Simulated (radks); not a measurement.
The numbers below are computed, except where a source is named.
How relativity changes the ionisation of the silicon ion Si+ ([Ne] 3s2 3p1) to Si2+ ([Ne] 3s2). Spin-unpolarised spherical Kohn-Sham, PBE, point nucleus unless stated (finite: rms radius 3.1224 fm), a radial shooting solver on a logarithmic mesh with Libxc functionals. A level marked "c x" has the speed of light scaled by that factor and shares open shells by 2j + 1; other Dirac levels either fill j = l - 1/2 first or share by 2j + 1.

level,E(Si+) (hartree),E(Si2+) (hartree),IE (eV),HOMO,<r> HOMO (bohr)
non-rel.,-288.91791,-288.32973,16.005,3p,2.458
scalar-rel.,-289.55240,-288.96468,15.993,3p,2.458
"scalar-rel., finite nucleus",-289.55220,-288.96448,15.993,3p,2.458
"Dirac, 2j+1 shares",-289.55277,-288.96505,15.993,3p3/2,2.460
"Dirac, low j first",-289.55378,-288.96505,16.020,3p1/2,2.454
"Dirac, 2j+1 shares, finite nucleus",-289.55258,-288.96485,15.993,3p3/2,2.460
"Dirac, c x 1.5",-289.19926,-288.61128,16.000,3p3/2,2.459
"Dirac, c x 3",-288.98813,-288.40000,16.004,3p3/2,2.458
"Dirac, c x 100",-288.91798,-288.32980,16.005,3p3/2,2.458

NIST Atomic Spectra Database: 16.346 eV (measured). The relativistic part of the total energy of Si+ is -0.6347 hartree (Dirac, 2j+1 shares, finite nucleus), 0.22 % of the non-relativistic value. Spin polarisation and multiplet splitting of open shells are left out at every level.

Beside tabulated values, note that spin-unpolarised runs miss the spin-polarisation part of the exchange energy of open shells.
